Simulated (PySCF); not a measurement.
## Computed structure and properties of LuH3(NH3)

System: LuH3(NH3) (singlet in the valence; each metal's 4f electrons, 14 of them, lie in its core potential, out of spins and levels); start: template (C3v). Method: PySCF 2.14.0, RKS PBE0, Lu lcecp-1-SVP with ECP60, H def2-SVP, N def2-SVP; non-relativistic Hamiltonian with scalar-relativistic core potentials where named; density fitting; no spin-orbit coupling.

Input of the relaxation:

```python
mol = gto.M(atom='''
Lu     0.12048    -0.12048     0.12048
H      1.34738     1.10642     1.34738
H     -1.10642    -1.34738     1.34738
H      1.34738    -1.34738    -1.10642
N     -1.29112     1.29112    -1.29112
H     -1.90432     1.90432    -0.75412
H     -0.75412     1.90432    -1.90432
H     -1.90432     0.75412    -1.90432''',
    basis={'Lu': 'lcecp-1-SVP', 'H': 'def2-SVP', 'N': 'def2-SVP'},
    ecp={'Lu': 'lcecp-1-SVP'},
    charge=0, spin=0)
mf = dft.RKS(mol, xc='PBE0')
mf.grids.atom_grid = (50, 194)  # f atoms: unpruned, at least (60, 302)
mf = mf.density_fit()  # fitting sets: Lu AutoAux, H def2-universal-JKFIT, N def2-universal-JKFIT
mf.conv_tol = 1e-08; mf.max_cycle = 55
mf.kernel(dm0)  # dm0: converged density of the start geometry
# quasi-Newton relaxation in Cartesian coordinates to a largest gradient under 0.00045 Eh/bohr, steps kept in the point group
```

Run from Python with OMP_NUM_THREADS=2; the lines above give its settings. Where DIIS fails, smearing, a level shift and second-order steps follow.
It took 87 s on 2 threads of Intel(R) Xeon(R) Processor @ 2.50GHz (Skylake/Cascade Lake), with other jobs on the host, from the converged density of the start.

Course of the relaxation:

```
step  energy above end (eV)  largest force component within the symmetry (eV/Å)
   0                 0.3757                                               1.001
   1                 0.1873                                               0.663
   2                 0.0351                                               0.087
   3                 0.0247                                               0.094
   4                 0.0052                                               0.062
   5                 0.0027                                               0.078
   6                 0.0013                                               0.070
   7                 0.0003                                               0.037
   8                 0.0001                                               0.016
   9                 0.0000                                               0.004
```

Relaxed geometry (C3v):

```xyz
8

Lu    0.2125   -0.2125    0.2125
H     1.1527    1.2629    1.1527
H    -1.2629   -1.1527    1.1527
H     1.1527   -1.1527   -1.2629
N    -1.1827    1.1827   -1.1827
H    -1.7924    1.7924   -0.6326
H    -0.6326    1.7924   -1.7924
H    -1.7924    0.6326   -1.7924
```

| contact | Å |
| --- | --- |
| Lu1–H2 (H) | 1.986 |
| Lu1–H3 (H) | 1.986 |
| Lu1–H4 (H) | 1.986 |
| Lu1–N5 (NH3) | 2.416 |

On the finer grid (75, 302):

- HOMO: -6.36 eV
- LUMO: -0.31 eV
- Dipole about the centre of mass: 5.60 D
- Set of Mulliken populations of Lu1 outside the core potential: s 2.75, p 6.66, d 1.06, f 0.02
- D3(BJ) dispersion energy (not in the energies): -0.096 eV

| atom | Mulliken (e) | Löwdin (e) | spin (e) |
| --- | --- | --- | --- |
| Lu1 | 0.52 | 0.31 | 0.00 |
| H2 | -0.25 | -0.22 | 0.00 |
| H3 | -0.25 | -0.22 | 0.00 |
| H4 | -0.25 | -0.22 | 0.00 |
| N5 | -0.30 | 0.00 | 0.00 |
| H6 | 0.18 | 0.12 | 0.00 |
| H7 | 0.18 | 0.12 | 0.00 |
| H8 | 0.18 | 0.12 | 0.00 |

The 4f levels lie in the core potential and are missing.

On the grid (50, 194), as all that follows. Harmonic modes: a minimum; lowest 62 cm⁻¹ (negative: unstable), highest 3604 cm⁻¹, zero-point energy 1.406 eV.

Taking off one H (charge -1, singlet; the rest: singlet) in vacuum, both parts rigid, costs 9.20 eV; the small basis without counterpoise inflates it. Most of it is the attraction of opposite charges; other ways to part are cheaper, and one spin state was tried for the rest.

Rigid scan of H along the line from its metal:

(distance to H2 (Å), energy (eV)): (1.69, 0.491), (1.79, 0.194), (1.89, 0.043), (1.99, 0.000), (2.09, 0.034), (2.19, 0.124), (2.39, 0.408), (2.69, 0.949), (3.09, 1.689), (3.59, 2.510)

Taking off one NH3 (charge 0, singlet; the rest: singlet) in vacuum, both parts rigid, costs 1.61 eV; the small basis without counterpoise inflates it.

Rigid scan of NH3 along the line from its metal:

```csv
distance to N5 (Å),energy (eV)
2.12,0.383
2.22,0.145
2.32,0.031
2.42,0.000
2.52,0.023
2.62,0.080
2.82,0.247
3.12,0.524
3.52,0.839
4.02,1.112
```

One start shape was tried, so this needn't be the lowest isomer.

An lcecp potential fixes the number of 4f electrons, so in runs with it no electron can move into or out of that shell.
